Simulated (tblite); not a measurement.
Compound: C5H9NOSi.
Structure used (GFN2-xTB), in Å, numbered top down from 1:
```xyz
17
C5H9NOSi angstrom
C      2.4818   -0.7498   -0.1749
O      1.1017   -0.6230    0.0417
C      0.5537    0.5722   -0.4629
C     -0.9281    0.5380   -0.1788
C     -1.6966    1.4060   -0.9734
N     -2.3420    2.0895   -1.6342
C     -1.3301    0.4049    1.3043
Si    -1.6608   -1.1653    0.3339
H      2.7790   -1.7079    0.2471
H      2.7175   -0.7319   -1.2461
H      3.0378    0.0555    0.3208
H      1.0312    1.4433    0.0195
H      0.7351    0.6492   -1.5474
H     -2.1502    1.0411    1.6128
H     -0.4959    0.4586    1.9901
H     -0.8041   -2.3215    0.4366
H     -3.0370   -1.3467   -0.0990
```

Computed with GFN2-xTB (tblite): harmonic, unscaled wavenumbers at the GFN2-xTB geometry, gas phase. This tight-binding method is rough: wavenumbers can miss measured ones by several per cent, in bad cases by 10 to 20. Modes of hydrogen on silicon can be 10 to 20 % off. One conformer, not necessarily the lowest.

Harmonic wavenumbers (cm⁻¹): 67.2, 75.7, 104.6, 128.9, 171.3, 218.9, 298.9, 321.7, 379.6, 431.4, 457.3, 508.0, 543.9, 550.1, 618.2, 725.8, 739.3, 744.4, 866.6, 955.6, 988.9, 1011.8, 1052.7, 1117.4, 1134.9, 1162.6, 1203.2, 1210.7, 1262.3, 1346.3, 1407.4, 1415.5, 1467.7, 1488.8, 1496.3, 2351.3, 2362.8, 2446.9, 2811.0, 2862.9, 2901.0, 2923.4, 3028.0, 3050.2, 3072.1.

A = 2479, B = 1264, C = 963.6 MHz; mass 127.045 u (most abundant isotopes); point group C1, symmetry number 1.

Q: What is the zero-point energy?

A: ½Σν̃ = 27742 cm⁻¹ = 79.32 kcal/mol.

Q: Give the ideal-gas entropy at 273.15 K and 1 bar in the rigid-rotor, harmonic-oscillator model (classical rotation).

A: Translation 40.02, rotation 28.79, vibration 25.69: S = 94.5 cal/(mol K).

Q: And Cp and H(273.15 K) − H(0)?

A: Cp = 35.47 cal/(mol K), of which vibrations give 27.52 (their classical limit is 45 R = 89.4); H(273.15 K) − H(0) = 5.98 kcal/mol without the zero-point energy, 3.81 from vibrations.

Q: Which modes carry the vibrational entropy at 273.15 K?

A: 67.2 cm⁻¹: 4.06; 75.7 cm⁻¹: 3.83; 104.6 cm⁻¹: 3.20; 128.9 cm⁻¹: 2.79; 171.3 cm⁻¹: 2.26; 218.9 cm⁻¹: 1.81 cal/(mol K); the other 39 give 7.75 together.

Q: How do the functions run with temperature in this model?

A: 
| T (K) | S (cal/(mol K)) | Cp (cal/(mol K)) | H − H(0) (kcal/mol) | G − H(0) (kcal/mol) | ln q(vib) |
| --- | --- | --- | --- | --- | --- |
| 100 | 68.6 | 18.6 | 1.28 | -5.58 | 1.48 |
| 200 | 84.6 | 28.5 | 3.64 | -13.28 | 4.02 |
| 300 | 98.0 | 37.9 | 6.97 | -22.42 | 6.60 |
| 500 | 121.2 | 53.5 | 16.20 | -44.39 | 11.63 |
| 800 | 149.9 | 68.4 | 34.68 | -85.21 | 18.67 |
| 1000 | 165.9 | 74.9 | 49.05 | -116.82 | 22.97 |

q(vib) and H(0) count from the zero-point level.

Q: Blend soft modes into free rotors: weight 1/[1 + (100 cm⁻¹/ν̃)⁴] for the oscillator and the rest for a rotor with moment μB/(μ + B), μ = h/(8π²ν), B = 10⁻⁴⁴ kg m². What vibrational entropy results?

A: 24.09 cal/(mol K) in place of 25.69, which changes −T·S at 273.15 K by +0.44 kcal/mol.

Hindered rotation and anharmonicity are outside this model. Other conformers, if any are populated, would add a mixing term that is left out. The structure is chiral; the term R ln 2 for an equal mix with its mirror image is left out.

The run took 0.97 s wall on one thread of an Arm Neoverse N1, shared host. The figure is for the frequency step alone.
